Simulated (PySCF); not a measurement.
## Ag(2+): ionisation energy

Ag(2+) [Kr] 4d9 (2D) → Ag(3+) [Kr] 4d8 (3F), as a difference of total energies. Calculation: PySCF 2.14, in x2c-QZVPPall with one added diffuse shell each of s, p, d, f, g type (14s9p8d5f3g, 143 functions); scalar relativity by spin-free X2C-1e. Correlated levels: valence: [Kr] frozen; valence and next inner shell: [Ar] 3d10 frozen. The calculations carry no spin-orbit coupling.

```tsv
method	ionisation energy (eV)
UHF	32.948
LDA	35.609
PBE	35.106
PBE0	34.901
r2SCAN	34.701
MP2 (valence)	34.906
SCS-MP2 (valence)	34.771
MP2 (valence and next inner shell)	34.984
SCS-MP2 (valence and next inner shell)	34.742
```

Task: How much does correlation contribute at MP2 (valence and next inner shell)?

Result: 34.984 − (32.948) = 2.036 eV, measured against UHF.

A first-order spin-orbit estimate (lowest level to lowest level, LS coupling) adds -0.147 eV.

For comparison: 34.8 ± 0.3 eV (semi-empirical (NIST evaluation); NIST Atomic Spectra Database, ionization energies).
